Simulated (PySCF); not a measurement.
Isomers of C7H10O2, one GFN2-xTB conformer each. Single-point energies are computed at PBE0/pcSseg-1 (PySCF, gas phase, no added dispersion term), electronic only.

| SMILES | GFN2-xTB relative energy (kJ/mol) |
| --- | --- |
| CO[C@@H]1CCC=CC1=O | 0.0 |
| C/C=C(C)/C=C\C(=O)O | 18.2 |
| C#CC[C@H]1CCOCO1 | 78.1 |
| COC[C@@]1(C)C=CC1=O | 108.7 |
| C=CC(=C)[C@H](C=O)OC | 160.3 |

Conformers: `[CH3:1][O:2][C@@H:3]1[CH2:4][CH2:5][CH:6]=[CH:7][C:8]1=[O:9]` with C1–O2–C3–C4 -169°, O2–C3–C4–C5 -60°, C3–C4–C5–C6 -49°, C4–C5–C6–C7 19°, C6–C7–C8–O9 -174°; `[CH3:1]/[CH:2]=[C:3]([CH3:4])/[CH:5]=[CH:6]\[C:7](=[O:8])[OH:9]` with C2–C3–C5–C6 -160°, C5–C6–C7–O8 -135°, C6–C7–O9–H 178°; `[CH:1]#[C:2][CH2:3][C@H:4]1[CH2:5][CH2:6][O:7][CH2:8][O:9]1` with C2–C3–C4–C5 69°, C3–C4–C5–C6 173°, C4–C5–C6–O7 -54°, C5–C6–O7–C8 57°, C6–O7–C8–O9 -60°; `[CH3:1][O:2][CH2:3][C@@:4]1([CH3:5])[CH:6]=[CH:7][C:8]1=[O:9]` with C1–O2–C3–C4 -173°, O2–C3–C4–C5 -178°; `[CH2:1]=[CH:2][C:3](=[CH2:4])[C@H:5]([CH:6]=[O:7])[O:8][CH3:9]` with C1–C2–C3–C4 -169°, C2–C3–C5–C6 -89°, C3–C5–C6–O7 82°, C3–C5–O8–C9 -75°.

What does PBE0/pcSseg-1 give for the same structures?

| SMILES | PBE0/pcSseg-1 E (Eh) | PBE0/pcSseg-1 (kJ/mol) | GFN2-xTB (kJ/mol) | point group |
| --- | --- | --- | --- | --- |
| C/C=C(C)/C=C\C(=O)O | -422.65696 | 0.0 | 18.2 | C1 |
| CO[C@@H]1CCC=CC1=O | -422.64771 | 24.3 | 0.0 | C1 |
| COC[C@@]1(C)C=CC1=O | -422.60631 | 133.0 | 108.7 | C1 |
| C=CC(=C)[C@H](C=O)OC | -422.59704 | 157.3 | 160.3 | C1 |
| C#CC[C@H]1CCOCO1 | -422.59101 | 173.2 | 78.1 | C1 |

GFN2-xTB puts CO[C@@H]1CCC=CC1=O lowest instead; measured from each level's own lowest isomer, the values differ by up to 95.1 kJ/mol (C#CC[C@H]1CCOCO1: 78.1 against 173.2). As drawn, the lowest has a C=O bond, an O–H bond and a C(=O)–O unit, which the highest lacks; the highest has a C≡C bond, which the lowest lacks.

Which frontier levels, dipoles and rotational constants go with these structures?

```json
{"SMILES": "C/C=C(C)/C=C\\C(=O)O", "HOMO (eV, PBE0/pcSseg-1)": "-6.67", "LUMO (eV)": "-1.44", "dipole (D)": "2.99", "A, B, C (MHz)": "3824, 860.8, 781.8"}
{"SMILES": "CO[C@@H]1CCC=CC1=O", "HOMO (eV, PBE0/pcSseg-1)": "-6.80", "LUMO (eV)": "-1.59", "dipole (D)": "2.69", "A, B, C (MHz)": "2236, 1638, 1207"}
{"SMILES": "COC[C@@]1(C)C=CC1=O", "HOMO (eV, PBE0/pcSseg-1)": "-6.97", "LUMO (eV)": "-1.24", "dipole (D)": "3.54", "A, B, C (MHz)": "2314, 1283, 1171"}
{"SMILES": "C=CC(=C)[C@H](C=O)OC", "HOMO (eV, PBE0/pcSseg-1)": "-6.97", "LUMO (eV)": "-1.25", "dipole (D)": "2.97", "A, B, C (MHz)": "1943, 1397, 1071"}
{"SMILES": "C#CC[C@H]1CCOCO1", "HOMO (eV, PBE0/pcSseg-1)": "-7.72", "LUMO (eV)": "1.08", "dipole (D)": "1.48", "A, B, C (MHz)": "3978, 972.8, 830.6"}
```

As an exercise, what shares would exp(−E/RT) give at 1000 K from these electronic energies alone (no entropy, no degeneracies)?

RT = 8.314 kJ/mol: C/C=C(C)/C=C\C(=O)O 94.9 %, CO[C@@H]1CCC=CC1=O 5.1 %, COC[C@@]1(C)C=CC1=O under 0.1 %, C=CC(=C)[C@H](C=O)OC under 0.1 %, C#CC[C@H]1CCOCO1 under 0.1 %.
